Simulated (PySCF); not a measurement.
H₃O₃Si, doublet, at a GFN2-xTB geometry; BLYP/cc-pVDZ run with PySCF.

The PySCF input:
```python
from pyscf import gto, scf, dft

mol = gto.M(
    atom='''
O    -0.84317475   -0.87603590   -0.91455838
Si   -0.16941596   -0.08038194    0.34291190
O    -0.28508537    1.51773913   -0.03316397
O     1.37066024   -0.57947772    0.49097699
H    -1.58178239   -0.47345656   -1.36288875
H     0.23413609    2.15205276    0.45211068
H     1.78026866   -1.05105329   -0.23602572
''',
    basis='cc-pvdz',
    spin=1,
    verbose=5,
)

mf = dft.UKS(mol)
mf.xc = 'blyp'
mf.kernel()
```

### Question
Predict the main parts of the log of this PySCF run.

### Answer

```
PySCF version 2.14.0

[INPUT] verbose = 5
[INPUT] max_memory = 4000
[INPUT] num. atoms = 7
[INPUT] num. electrons = 41
[INPUT] charge = 0
[INPUT] spin (= nelec alpha-beta = 2S) = 1
[INPUT] symmetry False subgroup None
[INPUT] Mole.unit = angstrom
[INPUT] Symbol           X                Y                Z      unit          X                Y                Z       unit  Magmom
[...]
[INPUT] ---------------- BASIS SET ----------------
[INPUT] l, kappa, [nprim/nctr], expnt,             c_1 c_2 ...
[INPUT] O
[...]
                                1759              0.00547 -0.001263
                                400.8             0.027837 -0.006267
                                113.7             0.1048 -0.025716
                                37.03             0.283062 -0.070924
                                13.27             0.448719 -0.165411
                                5.025             0.270952 -0.116955
                                1.013             0.015458 0.557368
[...]
                                3.854             0.228913
                                1.046             0.508728
[...]
[INPUT] Si
[...]
                                11820             0.00209717 -0.000555116 0.000142236
                                2692              0.0108506 -0.00293805 0.000752185
                                763.4             0.0436754 -0.0117687 0.00302279
                                249.6             0.137653 -0.0402907 0.0103677
                                90.28             0.316644 -0.100609 0.0262563
                                35.29             0.418581 -0.196528 0.0523989
                                14.51             0.210212 -0.102382 0.0290959
                                4.053             0.0144952 0.52719 -0.178003
                                1.482             -0.0020359 0.593251 -0.346874
                                0.2517            0.000624186 0.0332652 0.62302
[...]
                                74.42             0.0298811 -0.00630328
                                23.48             0.127212 -0.0288255
                                8.488             0.320943 -0.069456
                                3.217             0.455429 -0.119493
                                1.229             0.268563 -0.0199581
                                0.2964            0.0188336 0.510268
[...]
[INPUT] H
[...]
                                1.962             0.137977
[...]
  1.03628392e-01  1.07497017e-01  1.68790450e-01  2.62174646e-01
  3.24953339e-01  3.30944702e-01  3.39530045e-01  3.93603612e-01
  4.31216037e-01  4.87854993e-01  5.71891852e-01  5.90368483e-01
  6.08587158e-01  7.10546438e-01  7.21236635e-01  8.87990577e-01
  9.20738297e-01  9.30228934e-01  9.67842748e-01  9.86407647e-01
  1.00900664e+00  1.10383691e+00  1.10555639e+00  1.12524491e+00
  1.29814177e+00  1.31018779e+00  1.32329725e+00  1.40384267e+00
  1.42450649e+00  1.43979834e+00  1.73101201e+00  1.77345924e+00
  1.87376963e+00  2.05168600e+00  2.06572549e+00  2.07769090e+00
  2.52231912e+00  2.58946757e+00  2.67855570e+00  2.70034433e+00
  2.74997198e+00  2.77842596e+00  2.83172989e+00  2.83870079e+00
  2.87260125e+00  2.94289474e+00  3.02228167e+00  3.04050059e+00
  3.52757352e+00  3.55286516e+00  3.55682420e+00]
  beta  mo_energy =
[-6.55354244e+01 -1.87840403e+01 -1.87829937e+01 -1.87806217e+01
 -5.09621352e+00 -3.51681344e+00 -3.51645225e+00 -3.51270173e+00
 -9.23162752e-01 -8.93751200e-01 -8.92866818e-01 -5.11593650e-01
 -4.59205732e-01 -4.57407249e-01 -3.17779251e-01 -3.10126539e-01
 -3.01228355e-01 -2.90281186e-01 -2.59704677e-01 -2.52251720e-01
 -9.35422948e-02  3.56443966e-02  4.63796838e-02  4.96717452e-02
  1.18436424e-01  1.22386073e-01  1.72734509e-01  2.87155511e-01
  3.33599709e-01  3.39741927e-01  3.41387704e-01  4.14555247e-01
  4.53534584e-01  5.27040029e-01  5.76053970e-01  5.93284160e-01
  6.13120424e-01  7.18852851e-01  7.30359199e-01  8.92249071e-01
  9.28722112e-01  9.34715167e-01  9.72704927e-01  9.93075188e-01
  1.01308819e+00  1.10626592e+00  1.10851973e+00  1.12878878e+00
  1.30109302e+00  1.31293932e+00  1.32514874e+00  1.40650252e+00
  1.42740330e+00  1.44432250e+00  1.73448150e+00  1.77706622e+00
  1.87755759e+00  2.05573273e+00  2.06791531e+00  2.08117015e+00
  2.52944391e+00  2.59645179e+00  2.68554689e+00  2.70552191e+00
  2.75530442e+00  2.78483401e+00  2.83634680e+00  2.84419451e+00
  2.87767855e+00  2.94868313e+00  3.02768885e+00  3.04570388e+00
  3.53077013e+00  3.55620680e+00  3.55989769e+00]
multiplicity <S^2> = 0.75115452  2S+1 = 2.0011542
nelec by numeric integration = [20.99999836 19.9999985 ]
E1 = -1070.2780032249752  E2 = 374.4574125593623  Ecoul = 422.4149115245001  Exc = -47.9574989651378
Extra cycle  E= -516.99380991626  delta_E= -6.25e-12  |g|= 5.08e-06  |ddm|= 8.71e-06
converged SCF energy = -516.99380991626  <S^2> = 0.75115452  2S+1 = 2.0011542
```
